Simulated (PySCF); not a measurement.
Compound: C2H8NSSi2 (doublet state).
Z-matrix (Å and degrees, GFN2-xTB geometry), rows numbered from 1:
```
C 
N   1  1.2484
Si  2  1.7138  1  136.27
C   3  1.9041  2  103.26  1  -106.66
S   4  1.8358  3  112.71  2    76.59
Si  5  2.1256  4  102.56  3    83.43
H   1  1.0927  2  125.06  3    -4.24
H   1  1.0876  2  119.05  3   176.07
H   3  1.4590  2  103.97  1   138.64
H   3  1.4703  2  119.82  1    13.44
H   4  1.0870  3  111.08  2   -40.49
H   4  1.0871  3  111.89  2  -161.61
H   6  1.4555  5  110.38  4    43.31
H   6  1.4545  5  113.20  4   -84.67
```

The hyperfine couplings belong to this conformer and change with its torsions.

Identity: `C=N[SiH2]CS[SiH2]` [radical].

Method: UKS B3LYP, pcH-1 on C H N S Si, non-relativistic, mean-field spin-orbit, GIAO (PySCF). The structure is a single GFN2-xTB conformer in the gas phase; no vibrational or solvent corrections. The geometry wasn't refined by DFT: couplings that depend on bond lengths, twists or pyramidal angles can differ widely from those at the functional's own minimum, by a factor of two or more for some ions and for spin on atoms past the first row. Stability of the SCF solution: not tested.

Task: Predict the first-order ENDOR lines of H13/H14, H11/H12, H9/H10 and H7 under fast tumbling at B = 345.2 mT (X band).

Result: For S = 1/2 in fast tumbling each set of equivalent nuclei gives two lines, ν± = |νn ± a/2| to first order, with νn = g_N μN B/h and μN/h = 7.62259 MHz/T.

| nuclei | isotope | g_N | νn (MHz) | a_iso (MHz) | lower line (MHz) | upper line (MHz) |
| --- | --- | --- | --- | --- | --- | --- |
| H13/H14 | 1H | 5.5857 | 14.70 | 42.28 | 6.44 | 35.84 |
| H11/H12 | 1H | 5.5857 | 14.70 | 6.99 | 11.20 | 18.19 |
| H9/H10 | 1H | 5.5857 | 14.70 | 0.96 | 14.22 | 15.18 |
| H7 | 1H | 5.5857 | 14.70 | 0.55 | 14.42 | 14.97 |

Task: Which pairs are centred on the nuclear Larmor frequency, and which on half the coupling?

Result: Centred on νn, since |a| < 2νn: H11/H12, H9/H10 and H7. Centred on |a|/2 and split by 2νn: H13/H14.

Means are taken over nuclei equivalent by connectivity, which assumes that they swap fast. The 1H value of +42.3 MHz is a mean of couplings from 17.7 to 66.9 MHz in this one geometry, not an average over conformers.

On one thread, Arm Neoverse V2 (aarch64), no GPU, on a shared host, this took 62 s of wall time (with the writing of density and orbital grids) and 0.98 GiB of memory at its peak.
